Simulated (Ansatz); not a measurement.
Geometry optimisation of Be₂Te₂⁺.

```yaml
crystal:
  periodic: [false, false, false]
  atoms:
    - {symbol: Be, position_ang: [-0.336360, 0.827040, 1.435800]}
    - {symbol: Be, position_ang: [0.018690, -1.469160, -0.837380]}
    - {symbol: Te, position_ang: [1.463720, 0.086800, 0.141710]}
    - {symbol: Te, position_ang: [-1.146060, 0.555320, -0.740130]}
basis:
  gaussian: {orbitals: def2-TZVP}
total_charge: 1
magnetization: {spin_polarized: true, initial_magnetization: 1}
hamiltonian: {xc: r2scan, dispersion: d4}
scf: {lower_state_search: "off"}
output: {orbitals: {seedname: orbitals}}
relax: {f_tol: 0.02, max_steps: 100}
```

```sh
$ ansatz run in.yaml --threads 4 --pin off --events-out ev --progress --plain --max-ram 3916MiB
```

Output, abridged:

```
Functional definition: r2SCAN
mean field -15387.59292083 eV, -565.4836097552 hartree, gradient 6.7e-6 eV, S^2 0.771907; 0 other end points of the search recorded, 0 dependent functions left out
relax step   1: F+E_penalty+E_count = -15387.62037526 eV  Δ(F+E_penalty+E_count) = +0.000e0 eV  max|allowed force component| = 1.059e0 eV/Å  Δτ_max = 0.0000 Å  (23 SCF iters, accepted)
mean field -15387.89394989 eV, -565.4946723695 hartree, gradient 3.0e-6 eV, S^2 0.762818; 0 other end points of the search recorded, 0 dependent functions left out
relax step   2: F+E_penalty+E_count = -15387.92132360 eV  Δ(F+E_penalty+E_count) = -3.009e-1 eV  max|allowed force component| = 1.796e0 eV/Å  Δτ_max = 0.1973 Å  (75 SCF iters, accepted)
mean field -15388.82467336 eV, -565.5288758261 hartree, gradient 1.4e-6 eV, S^2 0.767913; 0 other end points of the search recorded, 0 dependent functions left out
relax step   3: F+E_penalty+E_count = -15388.85182240 eV  Δ(F+E_penalty+E_count) = -9.305e-1 eV  max|allowed force component| = 1.274e0 eV/Å  Δτ_max = 0.1949 Å  (32 SCF iters, accepted)
mean field -15388.98165617 eV, -565.5346448380 hartree, gradient 2.8e-6 eV, S^2 0.768122; 0 other end points of the search recorded, 0 dependent functions left out
relax step   4: F+E_penalty+E_count = -15389.00890529 eV  Δ(F+E_penalty+E_count) = -1.571e-1 eV  max|allowed force component| = 2.314e0 eV/Å  Δτ_max = 0.1950 Å  (29 SCF iters, accepted)
mean field -15389.30954983 eV, -565.5466947075 hartree, gradient 2.6e-6 eV, S^2 0.773686; 0 other end points of the search recorded, 0 dependent functions left out
relax step   5: F+E_penalty+E_count = -15389.33663200 eV  Δ(F+E_penalty+E_count) = -3.277e-1 eV  max|allowed force component| = 6.926e-1 eV/Å  Δτ_max = 0.1216 Å  (30 SCF iters, accepted)
mean field -15389.50549131 eV, -565.5538954240 hartree, gradient 2.9e-6 eV, S^2 0.775251; 0 other end points of the search recorded, 0 dependent functions left out
relax step   6: F+E_penalty+E_count = -15389.53236012 eV  Δ(F+E_penalty+E_count) = -1.957e-1 eV  max|allowed force component| = 2.375e-1 eV/Å  Δτ_max = 0.2000 Å  (31 SCF iters, accepted)
mean field -15389.54105383 eV, -565.5552023227 hartree, gradient 1.6e-6 eV, S^2 0.777263; 0 other end points of the search recorded, 0 dependent functions left out
relax step   7: F+E_penalty+E_count = -15389.56783052 eV  Δ(F+E_penalty+E_count) = -3.547e-2 eV  max|allowed force component| = 1.996e-1 eV/Å  Δτ_max = 0.1490 Å  (31 SCF iters, accepted)
mean field -15389.54954118 eV, -565.5555142272 hartree, gradient 1.8e-6 eV, S^2 0.776144; 0 other end points of the search recorded, 0 dependent functions left out
relax step   8: F+E_penalty+E_count = -15389.57633634 eV  Δ(F+E_penalty+E_count) = -8.506e-3 eV  max|allowed force component| = 2.621e-2 eV/Å  Δτ_max = 0.0282 Å  (24 SCF iters, accepted)
mean field -15389.54959656 eV, -565.5555162623 hartree, gradient 2.3e-6 eV, S^2 0.776260; 0 other end points of the search recorded, 0 dependent functions left out
relax step   9: F+E_penalty+E_count = -15389.57638676 eV  Δ(F+E_penalty+E_count) = -5.042e-5 eV  max|allowed force component| = 5.873e-3 eV/Å  Δτ_max = 0.0024 Å  (25 SCF iters, accepted)
Total energy: -15389.57640331 eV, -565.5565013921 hartree
Atom 0 at    -0.118054     0.762382     0.754825 Å, force     0.000108    -0.000579    -0.000630 eV/Å
Atom 1 at     0.118020    -0.762441    -0.754770 Å, force    -0.000079     0.000638     0.000575 eV/Å
Atom 2 at     1.879153    -0.337535     0.634806 Å, force    -0.005873     0.001023    -0.001952 eV/Å
Atom 3 at    -1.879129     0.337594    -0.634862 Å, force     0.005844    -0.001081     0.002007 eV/Å
Dipole moment:    -0.000021    -0.000042     0.000039 e Å
Checks for a lower state left out: stability, starts, cluster_reference, orbital_swaps, neighbouring_geometries, increment
```

Hardware: 4 threads of Arm Neoverse V1 on a shared host. Wall time 31 s.

In the def2 sets Te takes a core potential; there is no spin–orbit coupling. The structure comes from a short search, and lower isomers may exist.
